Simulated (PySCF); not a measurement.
A calculated (r2SCAN, PySCF 2.14, aug-cc-pwCVTZ, the non-relativistic Hamiltonian (point nucleus)) atom or ion has these occupied shells.

```tsv
shell	electrons	orbital energy (eV)	rms radius, mean of both spins (bohr)
1s β	1	-4386.2	0.0853
1s α	1	-4386.2	0.0853
2s α	1	-472.56	0.375
2s β	1	-472.14	0.375
2p α	3	-388.38	0.342
2p β	3	-388.05	0.342
3s α	1	-53.258	1.17
3s β	1	-51.880	1.17
3p α	3	-31.706	1.29
3p β	3	-30.213	1.29
4s α	1	-3.830	4.19
3d α	2	-2.211	2.64
```

Q: Name the element and its charge.

A: Sc (scandium, neutral), in [Ar] 3d2 4s1, high-spin 4F determinant (an excited configuration).
